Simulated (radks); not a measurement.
Zr I, configuration [Kr] 4d2 5s2. Calculated with a radial shooting solver on a logarithmic mesh with Libxc functionals: scalar-relativistic Kohn-Sham, PBE, spin-unpolarised, spherical densities, point nucleus.

Local quantities along the radius. ELF = 1/(1 + alpha^2) is the electron localisation function; alpha = (tau - tau_W)/tau_unif compares the Pauli kinetic energy density with that of the uniform gas. tau is taken from the large components.

```
   r/bohr * ELF (the largest magnitude, 1, reaches the edge; | marks zero)
 0.001668 |                                                      *
 0.002242 |                                                      *
  0.00299 |                                                      *
  0.00402 |                                                      *
 0.005362 |                                                      *
 0.007209 |                                                      *
 0.009615 |                                                      *
  0.01293 |                                                      *
  0.01724 |                                                     *
  0.02318 |                                                    *
  0.03092 |                                             *
  0.04157 |                           *
  0.05544 |                *
  0.07454 |                        *
  0.09942 |                                      *
   0.1337 |                                         *
   0.1783 |                         *
   0.2397 |               *
   0.3197 |                                *
   0.4298 |                                          *
   0.5733 |                                *
   0.7646 |          *
    1.028 |                            *
    1.371 |                                         *
    1.843 |                        *
    2.459 |         *
    3.306 |                    *
    4.409 |                                  *
    5.928 |                            *
    7.906 |       *
    10.63 *
```

On this mesh the ELF has minima near r = 0.055, 0.24, 0.76, 2.5 bohr, which separate the shells, and maxima near 0.11 (0.77), 0.43 (0.78), 1.4 (0.77), 4.4 (0.63).

Self-consistent cycle (total energy in hartree, residual of the potential): 1: -3598.142431, 2e+00; 2: -3598.392481, 2e+00; 3: -3598.523290, 3e-01; 4: -3598.531575, 2e-02; 5: -3598.531088, 7e-03; 6: -3598.531024, 2e-04; 7: -3598.531021, 1e-04; 8: -3598.531021, 3e-05; 9: -3598.531021, 7e-06; 10: -3598.531021, 2e-06; 11: -3598.531021, 2e-06; 12: -3598.531021, 5e-09.
